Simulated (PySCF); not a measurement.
**Correlation energy of S⁺ (sulfur, charge +1)**

[Ne] 3s2 3p3, high-spin 4S determinant. Calculation: PySCF 2.14, in def2-TZVP (5s5p2d1f, 37 functions); the non-relativistic Hamiltonian (point nucleus). Frozen: [Ne]; 5 electrons correlated.

MP2 pair energies summed by pair of shells (mhartree):

| pair | energy | share (%) |
| --- | --- | --- |
| 3s-3p | -57.78 | 65.9 |
| 3p-3p | -20.28 | 23.1 |
| 3s-3s | -9.58 | 10.9 |

Total MP2 correlation energy: -87.64 mhartree.

Same-spin part -23.70 and opposite-spin part -63.94 mhartree; SCS-MP2 scales them by 1/3 and 6/5 to -84.63 mhartree.

| level | correlation energy (mhartree) |
| --- | --- |
| CCSD | -107.75 |
| (T) | -3.49 |
| CCSD(T) | -111.24 |

Diagnostics: T1 = 0.0028, D1 = 0.0067, largest double amplitude 0.064.

Cost of the coupled-cluster step: 0.56 s of wall time on 1 thread of Neoverse-N1 (shared host), for 5 correlated electrons.
